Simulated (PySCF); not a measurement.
Bonds: Si1-C2, Si1-C7, Si1-C12, Si1-N17, C2-C3, C7-C8, C12-C13, N17-C18, C18-C19. C2 carries H4; C3 carries H5, H6; C7 carries H9; C8 carries H10, H11; C12 carries H14; C13 carries H15, H16; N17 carries H20; C18 carries H21, H22; C19 carries H23, H24, H25.

- B3LYP/pcSseg-1 with gauge-including orbitals
- geometry: PBE0-D3(BJ)/def2-SVP
- run in PySCF 2.14
- single conformer, one averaged value for each set of equivalent atoms, no relativistic terms, isolated molecule

References, each an isolated molecule treated in the same way: TMS for $^{13}$C and $^{1}$H and $^{29}$Si; $^{15}$N against NH3.

```
                atoms    nucleus  count  δ (ppm)
                  C18   $^{13}$C      1     41.8
            C3/C8/C13   $^{13}$C      3        ?
              H21/H22    $^{1}$H      2     2.84
          H23/H24/H25    $^{1}$H      3     1.02
            H4/H9/H14    $^{1}$H      3     6.30
H5/H6/H10/H11/H15/H16    $^{1}$H      6     6.18
                  Si1  $^{29}$Si      1    -26.5
                  H20    $^{1}$H      1    -0.16
                  C19   $^{13}$C      1     25.3
            C2/C7/C12   $^{13}$C      3        ?
                  N17   $^{15}$N      1        ?
```

**Question.** Fill in the missing shifts.

**Answer.** 
- C2/C7/C12: 146.2 ppm, carbon bonded to C, Si, H
- C3/C8/C13: 143.4 ppm, carbon bonded to C, 2 H
- N17: 52.9 ppm, nitrogen bonded to C, Si, H

OH and NH positions are those of a molecule without intermolecular hydrogen bonds; in solution they move with solvent, concentration and temperature, and exchange usually removes their couplings. Shifts are as computed. Against solution values, carbons near 30 ppm lie about +2 ppm off and those near 130 ppm about +6 ppm. Of 1309 compounds with measured shifts, 239 miss one by over three times the rms of a fit or turn the order of signals round; such compounds aren't used in these exercises. Experimental scales use liquid or dissolved standards, which lie at an offset from isolated NH3 (liquid NH3: subtract about 20 ppm).
